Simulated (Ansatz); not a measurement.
Geometry optimisation, RHF/6-31G* (Ansatz).

Input:

```yaml
crystal:
  periodic: [false, false, false]
  atoms:
    - { symbol: B, position_ang: [0.163376, -0.296013, 0.251962] }
    - { symbol: "N", position_ang: [0.101875, -0.480429, 1.712078] }
    - { symbol: H, position_ang: [-0.699235, -0.85864, 2.166707] }
    - { symbol: H, position_ang: [0.930169, -0.522167, 2.263229] }
    - { symbol: H, position_ang: [1.219457, -0.086321, -0.24387] }
    - { symbol: H, position_ang: [-0.833652, -0.425552, -0.383087] }
    - { symbol: O, position_ang: [-0.274972, 2.253743, 0.62986] }
    - { symbol: C, position_ang: [-1.564812, 2.743993, 0.39583] }
    - { symbol: H, position_ang: [-2.295217, 1.941396, 0.346056] }
    - { symbol: H, position_ang: [-1.872803, 3.452603, 1.162607] }
    - { symbol: H, position_ang: [-1.552615, 3.254385, -0.557659] }
    - { symbol: H, position_ang: [-0.260073, 1.738602, 1.452487] }
basis:
  gaussian: { orbitals: "6-31G*" }
hamiltonian:
  xc: hf
relax:
  f_tol: 0.03
  max_steps: 50
```

Launched with:

```bash
$ ansatz run input.yaml --threads 1 --pin off --max-ram 2048MiB --backend cpu --events-out ev --progress --plain --runs-dir out
```

Task: Where does it end, and by what steps?

Result: It converged. The force dipped under the threshold on the way, but the program's further checks kept it going. After 47 steps the energy has fallen by 0.218 eV; H9 moved furthest, 1.79 Å.

```json
{"step": "0", "energy less start (eV)": "0.0000", "largest force component (eV/Å)": "2.261", "accepted": "yes"}
{"step": "2", "energy less start (eV)": "-0.1399", "largest force component (eV/Å)": "0.815", "accepted": "yes"}
{"step": "4", "energy less start (eV)": "-0.1767", "largest force component (eV/Å)": "0.072", "accepted": "yes"}
{"step": "6", "energy less start (eV)": "-0.1820", "largest force component (eV/Å)": "0.123", "accepted": "yes"}
{"step": "8", "energy less start (eV)": "-0.1887", "largest force component (eV/Å)": "0.164", "accepted": "yes"}
{"step": "10", "energy less start (eV)": "-0.1944", "largest force component (eV/Å)": "0.127", "accepted": "yes"}
{"step": "12", "energy less start (eV)": "-0.1962", "largest force component (eV/Å)": "0.106", "accepted": "yes"}
{"step": "14", "energy less start (eV)": "-0.1992", "largest force component (eV/Å)": "0.135", "accepted": "yes"}
{"step": "16", "energy less start (eV)": "-0.2022", "largest force component (eV/Å)": "0.073", "accepted": "yes"}
{"step": "18", "energy less start (eV)": "-0.2024", "largest force component (eV/Å)": "0.040", "accepted": "yes"}
{"step": "20", "energy less start (eV)": "-0.2044", "largest force component (eV/Å)": "0.136", "accepted": "yes"}
{"step": "22", "energy less start (eV)": "-0.2066", "largest force component (eV/Å)": "0.072", "accepted": "yes"}
{"step": "24", "energy less start (eV)": "-0.2080", "largest force component (eV/Å)": "0.128", "accepted": "yes"}
{"step": "26", "energy less start (eV)": "-0.2098", "largest force component (eV/Å)": "0.059", "accepted": "yes"}
{"step": "28", "energy less start (eV)": "-0.2092", "largest force component (eV/Å)": "0.166", "accepted": "no"}
{"step": "30", "energy less start (eV)": "-0.2101", "largest force component (eV/Å)": "0.028", "accepted": "yes"}
{"step": "32", "energy less start (eV)": "-0.2113", "largest force component (eV/Å)": "0.131", "accepted": "yes"}
{"step": "34", "energy less start (eV)": "-0.2127", "largest force component (eV/Å)": "0.004", "accepted": "yes"}
{"step": "36", "energy less start (eV)": "-0.2141", "largest force component (eV/Å)": "0.081", "accepted": "yes"}
{"step": "38", "energy less start (eV)": "-0.2150", "largest force component (eV/Å)": "0.128", "accepted": "yes"}
{"step": "40", "energy less start (eV)": "-0.2162", "largest force component (eV/Å)": "0.052", "accepted": "yes"}
{"step": "42", "energy less start (eV)": "-0.2172", "largest force component (eV/Å)": "0.054", "accepted": "yes"}
{"step": "44", "energy less start (eV)": "-0.2181", "largest force component (eV/Å)": "0.036", "accepted": "yes"}
{"step": "46", "energy less start (eV)": "-0.2140", "largest force component (eV/Å)": "0.203", "accepted": "no"}
{"step": "47", "energy less start (eV)": "-0.2183", "largest force component (eV/Å)": "0.008", "accepted": "yes"}
```

```xyz
12
Properties=species:S:1:pos:R:3
B 0.190 -1.139 0.399
N 0.359 -0.380 1.556
H -0.333 -0.312 2.270
H 1.227 0.037 1.811
H 1.093 -1.231 -0.374
H -0.859 -1.666 0.196
O -0.654 2.695 1.270
C -1.681 3.124 0.424
H -1.376 3.128 -0.620
H -2.574 2.509 0.520
H -1.933 4.136 0.708
H -0.398 1.813 1.037
```

Run time: 60 s on 1 thread of Arm Neoverse V2 (shared host), peak memory 0.15 GiB.
